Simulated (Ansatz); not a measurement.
Gas-phase reaction in SMILES: [F][Zr]([F])[F] as doublet, charge 0 → [F][Zr]([F])[F] as singlet, charge +1 + e-
Geometries: B3LYP-D3(BJ)/def2-TZVP minima from Ansatz (an electronic-structure program). [F][Zr]([F])[F] as doublet, charge 0: The spin state was set by rule; other spins were not relaxed. [F][Zr]([F])[F] as singlet, charge +1: The spin state was set by rule; other spins were not relaxed. A spin state is the lowest found, not a proven ground state.

Property: adiabatic ionisation energy (electronic energy difference), in eV. Valence correlation only, unless marked. Open shells are spin-unrestricted. No spin-orbit coupling. The frozen core is the preceding noble-gas configuration, with the filled d and f shells of earlier blocks. In def2 rows, elements after Kr have scalar-relativistic effective core potentials. STO-3G rows are all-electron and non-relativistic. CBS(X,Y): correlation extrapolated as X^-3; Hartree-Fock from the larger set. [CCSD(T)-MP2]/basis is that difference in the basis named.

| level | program | adiabatic ionisation energy (eV) | minus last row |
|---|---|---|---|
| HF/def2-SVP | Ansatz | 8.10 | 0.27 |
| HF/def2-SVPD | Ansatz | 8.09 | 0.26 |
| HF/def2-TZVPPD | Ansatz | 7.86 | 0.03 |
| revPBE-D3(BJ)/def2-TZVPD | Ansatz + dftd3 | 7.72 | -0.11 |
| revPBE-D4/def2-TZVPD | Ansatz + dftd4 | 7.73 | -0.10 |
| revPBE/def2-TZVPD | Ansatz | 7.73 | -0.10 |
| r2SCANh-D4/def2-TZVPD | Ansatz + dftd4 | 7.92 | 0.09 |
| CAM-B3LYP-D3(BJ)/def2-TZVPD | Ansatz + dftd3 | 8.13 | 0.30 |
| LC-wPBE-D4/def2-TZVPD | Ansatz + dftd4 | 8.02 | 0.19 |
| wB97M-V/def2-TZVPD | Ansatz | 7.90 | 0.07 |
| PBE-QIDH/def2-TZVPD | Ansatz | 7.90 | 0.07 |
| MP2/STO-3G | Ansatz | 3.32 | -4.51 |
| RI-MP2/CBS(def2-TZVPPD,def2-QZVPPD) | Ansatz | 7.65 | -0.18 |
| SCS-MP2/def2-SVP | Ansatz | 7.58 | -0.25 |
| RI-MP2/CBS(def2-TZVPP,def2-QZVPP)+[CCSD(T)-MP2]/def2-TZVPP | Ansatz | 7.83 | 0.00 |
